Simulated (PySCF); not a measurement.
These 2 structures share the formula C6H15N. Level of theory: PBE0-D3(BJ)/def2-SVP geometry optimisation, gas phase in PySCF. One conformer each; no zero-point energy, no entropy. No frequencies were run at this level. Point groups hold within 0.08 Å.

Question: Rank from lowest to highest electronic energy at this level (kJ/mol).
A. `[CH3:1][CH:2]([CH3:3])[C@H:4]([CH3:5])[CH2:6][NH2:7]` with C1–C2–C4–C5 -71°, C2–C4–C6–N7 -57°, C4–C6–N7–H -70° and 172°
B. `[CH3:1][C:2]([CH3:3])([CH3:4])[CH2:5][CH2:6][NH2:7]` with C2–C5–C6–N7 180°, C5–C6–N7–H -58° and 58°

Answer: B (0.0), A (0.4).

As drawn, the lower has a quaternary carbon, which the higher lacks. Neighbours under 10 kJ/mol apart (CC(C)(C)CCN and CC(C)[C@H](C)CN) can change places with a better method, another conformer or zero-point energy.

```csv
SMILES,E (Eh),E rel (kJ/mol),dipole (D),point group,"A, B, C (MHz)"
CC(C)(C)CCN,-291.87392,0.0,1.28,Cs,"4106, 1404, 1390"
CC(C)[C@H](C)CN,-291.87375,0.4,1.44,C1,"3085, 1814, 1573"
```

Q: How do the relative energies change in single points at PBE0/def2-SVPD (no added dispersion term) on the same geometries?

A: 
| SMILES | PBE0-D3(BJ)/def2-SVP (kJ/mol) | PBE0/def2-SVPD (kJ/mol) | shift |
| --- | --- | --- | --- |
| CC(C)(C)CCN | 0.0 | 0.0 | 0.0 |
| CC(C)[C@H](C)CN | 0.4 | 3.4 | +3.0 |

Each column counts from its own lowest isomer. The order is unchanged; the largest shift is 3.0 kJ/mol.
